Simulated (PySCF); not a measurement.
**Excitation energy of C by level of theory**

C [He] 2s2 2p2 (3P) → C [He] 2s1 2p3 (5S), as a difference of total energies. All numbers are calculated (PySCF 2.14, the spin-free X2C one-electron Hamiltonian (Gaussian nucleus), in x2c-QZVPPall with one added diffuse shell each of s, p, d, f type (8s5p4d3f1g, 73 functions)). Correlated levels: valence: 1s2 frozen. The calculations carry no spin-orbit coupling.

```
           method  excitation energy (eV)
              UHF                   2.584
    MP2 (valence)                   3.762
SCS-MP2 (valence)                   4.353
   CCSD (valence)                   4.090
CCSD(T) (valence)                   4.144
```

Errors of the correlated levels include the incompleteness of this basis and the frozen core.

Which method comes closest to the reference value, and which is furthest?

The reference is 4.179 eV (measured; NIST levels, between the centres of gravity of the two terms). Closest: CCSD(T) (valence) (error -0.035 eV); furthest: UHF (error -1.595 eV).
